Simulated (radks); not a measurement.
All-electron atom: neutral ytterbium in [Xe] 4f14 6s2. Calculated with a radial shooting solver on a logarithmic mesh with Libxc functionals: scalar-relativistic Kohn-Sham, LDA (Slater exchange, VWN5 correlation), spin-polarised, spherical densities, finite nucleus; Fermi nuclear charge, rms radius 5.3108 fm.

Unscreened Slater integrals over Kohn-Sham orbitals (hartree). They are taken over the spin-up orbitals.

integral       value
F0(4f,4f)     1.2108
F2(4f,4f)    0.55701
F4(4f,4f)    0.34622
F6(4f,4f)    0.24821
F0(4f,6s)    0.30683
G3(4f,6s)  0.0099023
F0(4f,5p)    0.74687
F2(4f,5p)    0.24861
G2(4f,5p)    0.13442
G4(4f,5p)    0.10137
F0(4f,5s)    0.85901
G3(4f,5s)    0.16030
F0(6s,6s)    0.23338
F0(6s,5p)    0.29532
G1(6s,5p)   0.020825
F0(6s,5s)    0.29965
G0(6s,5s)   0.010133
F0(5p,5p)    0.62148
F2(5p,5p)    0.33138
F0(5p,5s)    0.67389
G1(5p,5s)    0.44325
F0(5s,5s)    0.74526
